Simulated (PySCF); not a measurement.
# Reading the logs of faulty runs: AlBCH2

Calculated results; nothing here was measured. The program is PySCF 2.14.0, an open-source quantum chemistry code, run on an isolated molecule that a program drew, which may never have been made. The molecule is AlBCH2 (charge 0, singlet), drawn as the SMILES string `C=[B][Al]`.

Each row is a Hartree-Fock (HF) and frozen-core CCSD(T) single point in the cc-pV(D+d)Z basis, meant for a local HF minimum. Run 1 is clean. Each other run has one planted mistake out of seven kinds, and not every kind appears here: one electron removed, one electron added, multiplicity raised by two, geometry at a saddle point, minimal basis STO-3G, one bond length entered in bohr, all coordinates scaled. The reference is restricted for singlets and unrestricted otherwise, and also for a bond in bohr. Adding or removing an electron swaps singlet and doublet. Electrons count all cores. HOMO and LUMO are orbital energies over both spins, the gradient is its largest component, and the lowest frequency (negative if imaginary) is given only where the gradient is small. Bond lengths are over the 4 bonds as drawn. T1 is the CCSD diagnostic: over 0.02 (restricted) or 0.045 (unrestricted) a single reference is doubtful.

Geometry of the clean run:
```xyz
5
AlBCH2, angstrom
C     1.2488   -0.5586   -1.3905
B     1.6006   -1.2245   -0.2131
Al    2.1594   -2.2824    1.6577
H     0.3723   -0.8308   -1.9730
H     1.8323    0.2679   -1.7883
```

```
run,electrons,basis functions,<S^2>,HOMO (eV),LUMO (eV),gradient (hartree/bohr),lowest frequency (cm^-1),mean bond (Å),longest bond (Å),T1,HF (hartree),CCSD(T) (hartree),mistake
1,26,61,0.000,-7.93,0.21,2.2e-05,168,1.4481,2.221,0.0160,-305.54042,-305.83952,no fault
2,26,61,0.000,-7.69,0.14,6.1e-02,-,1.5871,2.434,0.0178,-305.50869,-305.81872,all coordinates scaled
3,26,21,0.000,-4.23,7.69,4.1e-02,-,1.4481,2.221,0.0146,-301.78525,-301.95047,minimal basis STO-3G
4,26,61,2.196,-6.73,-0.08,4.0e-02,-,1.4481,2.221,0.0566,-305.51156,-305.79307,multiplicity raised by two
5,25,61,1.096,-13.70,-6.09,2.9e-02,-,1.4481,2.221,0.0609,-305.28523,-305.54825,?
```

**Which mistake was planted in run 5, and what did it cost?**

It counts 25 electrons, one fewer than the clean run, at the same geometry and basis. So the mistake is: one electron removed. Subtracting run 1 and multiplying by 627.51 kcal/mol a hartree, the energy moved by 160.1 kcal/mol in HF and 182.8 kcal/mol in CCSD(T).

Cautions from the logs. Run 4: T1 is over the limit, so its CCSD(T) energy is less reliable; run 5: T1 is over the limit, so its CCSD(T) energy is less reliable.
